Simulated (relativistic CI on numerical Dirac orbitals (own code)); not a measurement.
# What each ingredient does to the levels of Bi49+

Base calculation: Dirac-Coulomb-Breit CI, KLI orbitals optimised for each configuration, model QED, unscaled Slater integrals.

Configuration list (outside the closed core [Ar] 3d10): 4s2 4p4, 4s 4p5, 4s2 4p3 4d, 4p6, 4s2 4p3 4f, 4s 4p4 4d, 4s 4p4 4f, 4p5 4d, 4s2 4p2 4d 4f, 4s 4p3 4d2, 4p5 4f, 4p4 4d2, 4p3 4d3, 4p3 4d2 4f. Double excitations out of closed p, d and f shells are left out; levels of such configurations are missing from the list, as are those of other unlisted configurations, and high levels can miss mixing partners.

Variants: (1) configuration mixing switched off; (2) Breit term removed. Shifts of the energy above 4s2 4p4 3P_2, in eV, for the lowest level and the first level of each name with at least 55 % of one term (blank where a level changes its place among those of its configuration and J or its character, or is not in the variant):

```tsv
Level	Base	Δ(1)	Δ(2)
4s2 4p4 3P_2	0.000	0.000	0.000
4s2 4p4 1S_0	12.017	-0.753	-0.105
4s2 4p4 3P_1	172.547	+0.436	+1.741
4s2 4p4 1D_2	177.938	+0.724	+1.815
4s2 4p3 4d 3P°_0	187.549	+1.472	+0.565
4s 4p5 3P°_2	298.004	+6.690	+0.383
4s2 4p4 3P_0	355.237	+1.163	+3.469
4s2 4p3 4d 3G°_5	397.145	+1.671	+3.455
4s 4p5 3P°_0	473.762	+6.415	+2.141
4s 4p4 4d 3D_1	499.830	-2.021	+0.787
4s 4p4 4d 3P_0	502.571	-0.072	+0.939
4s 4p4 4d 5F_5	515.158	-1.945	+1.774
```

At this charge energies of transitions that change n are usually good to better than 1 %, and those within a shell (Δn = 0) to a few per cent.

Ionisation energy from the two ground configurations alone: base 2771.32 eV; Breit term removed 2773.97 eV. The NIST ASD value (theoretical) is 2771 eV.

LS names give the leading component of a level, which can be under half, so a name can repeat, a term be missing and a line seem to break the LS rules.
